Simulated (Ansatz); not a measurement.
Cost and result for the atomization energy of `O[SiH](O)/C=C\[SiH2]F` (14 atoms, 13 bonds).

```xyz
14

O    -2.1584    1.7535    0.9673
Si   -0.7263    1.2116    0.3865
O     0.4188    1.5206    1.5197
C    -1.0610   -0.6027    0.0899
C    -0.2339   -1.5318   -0.4033
Si    1.5271   -1.3095   -0.9171
F     2.0189    0.1724   -0.5130
H    -2.1852    2.6504    1.3032
H    -0.3543    1.8913   -0.8838
H     1.3271    1.4320    1.2219
H    -2.0731   -0.9191    0.3498
H    -0.6140   -2.5506   -0.5166
H     2.4122   -2.2752   -0.2203
H     1.7020   -1.4430   -2.3842
```

The species carries charge 0 and has multiplicity 1. Geometry: relaxed with PBE0-D4/def2-TZVP. It is one conformer, not always the lowest. Program: Ansatz. All runs use 2 threads of an AMD EPYC 7R13 on a shared host and a share of an NVIDIA H100 80 GB. Times are those of one run each, without the atoms' runs, and a repeat can differ threefold. Electronic energies, without spin–orbit coupling; frozen cores. CCSD(T)/CBS adds CCSD(T) − MP2 in def2-TZVPP to the MP2 limit, and its time is that of the two runs behind it. T1 = 0.012; the RHF reference is unstable towards UHF. B3LYP takes the VWN-RPA correlation (the form of Gaussian; ORCA's B3LYP/G).

CCSD(T)/CBS is a level of theory with its own doubt, some kJ/mol a heavy atom from the limit and from the frozen cores, so smaller differences don't rank the functionals.

| level | functions | wall time |
| --- | --- | --- |
| B2PLYP/def2-TZVPP | 337 | 2.8 s |
| PBE0-D4/def2-TZVPP | 337 | 3.2 s |
| ωB97X-V/def2-TZVPP | 337 | 3.6 s |
| PBE-D4/def2-TZVPP (with forces) | 337 | 3.9 s |
| B3LYP-D4/def2-TZVPP (with forces) | 337 | 4.3 s |
| r2SCAN-D4/def2-TZVPP (with forces) | 337 | 4.3 s |
| MP2/def2-QZVPP | 635 | 5.5 s |
| ωB97M-V/def2-TZVPP (with forces) | 337 | 5.5 s |
| CCSD(T)/def2-TZVPP | 337 | 8 s |
| CCSD(T)/CBS(def2) | – | 14 s |

(1) What atomization energy does each give, and how far from CCSD(T)/CBS? (Estimate.)

## Answers

(1) Ansatz gave: 
| level | atomization (kcal/mol) | difference from CCSD(T)/CBS | per bond |
| --- | --- | --- | --- |
| B2PLYP/def2-TZVPP | 1309.4 | -20.3 | -1.6 |
| PBE0-D4/def2-TZVPP | 1314.9 | -14.8 | -1.1 |
| ωB97X-V/def2-TZVPP | 1327.2 | -2.5 | -0.2 |
| PBE-D4/def2-TZVPP (with forces) | 1339.8 | 10.1 | 0.8 |
| B3LYP-D4/def2-TZVPP (with forces) | 1320.2 | -9.5 | -0.7 |
| r2SCAN-D4/def2-TZVPP (with forces) | 1326.4 | -3.3 | -0.3 |
| MP2/def2-QZVPP | 1344.5 | 14.8 | 1.1 |
| ωB97M-V/def2-TZVPP (with forces) | 1327.9 | -1.8 | -0.1 |
| CCSD(T)/def2-TZVPP | 1291.4 | -38.3 | -2.9 |
| CCSD(T)/CBS(def2) | 1329.7 | 0.0 | 0.0 |

From PBE to PBE0 (25 % exact exchange), in def2-TZVPP and without D4, the atomization energy moves by −23.7 kcal/mol: exact exchange takes away binding that semilocal exchange gives to molecules. In def2-TZVPP, CCSD(T) changes the Hartree–Fock value by +321.7 kcal/mol (the triples alone add +19.8 kcal/mol) and MP2 by +351.7 kcal/mol; breaking electron pairs costs correlation energy, which Hartree–Fock lacks. The D4 term adds +13.8 kcal/mol with B3LYP and +7.3 kcal/mol with PBE0; it sums over pairs of atoms, weighted by their polarisabilities, and B3LYP, whose exchange is more repulsive, gets the larger term.
